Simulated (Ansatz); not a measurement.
Ideal-gas functions of `N=C=C[O][AlH2]` at 400 K and 1 bar, from an Ansatz frequency run at PBE0-D4/def2-TZVP.

Molar mass 85.04 g/mol, point group C1 (symmetry number 1), electronic degeneracy 1, moments of inertia 48.791, 230.52, 274.941 u Å². Harmonic wavenumbers (cm⁻¹, unscaled): 74, 83, 187, 258, 395, 534, 604, 639, 672, 739, 786, 893, 1066, 1120, 1286, 1429, 1946, 1977, 2130, 3191, 3436.

Use S(trans) = R[1.5 ln M + 2.5 ln T − 1.1517]; rotational temperatures θ = 24.2544 K / I; S(rot) = R[ln(√π/σ · √(T³/θAθBθC)) + 1.5]; for each mode x = 1.438777 ν̃/T, S = R[x/(eˣ − 1) − ln(1 − e⁻ˣ)] and H = RT x/(eˣ − 1); 1 cm⁻¹ = 0.0119627 kJ/mol; R = 8.31446 J/(mol·K).

Task: By hand: the entropy, in J/(mol·K).

Result: Translation 170.4. Rotation: θ = 0.4971, 0.1052, 0.0882 K, giving 114.3. Vibration, mode by mode: 19.34, 18.40, 11.77, 9.23, 6.06, 4.06, 3.33, 3.01, 2.74, 2.27, 1.99, 1.46, 0.89, 0.76, 0.46, 0.30, 0.06, 0.06, 0.03, 0.00, 0.00, in all 86.2. Electronic 0.0. Sum 370.9 J/(mol·K).

Task: By hand: H − E and G − E in kJ/mol, counted from the electronic energy.

Result: Zero-point energy ½ × 23445 × 0.0119627 = 140.2; thermal vibration 17.8; translation, rotation and pV give 4 RT = 13.3. H − E = 171.3 kJ/mol, and G − E = 171.3 − 400 × 370.9/1000 = 22.9 kJ/mol.

Vibration gives 23 % of the entropy, 37.7 J/(mol·K) of it from the modes under 150 cm⁻¹: soft modes count most, and the harmonic formula is weakest for them. The sum counts one conformer and one mirror image; others add a mixing term.
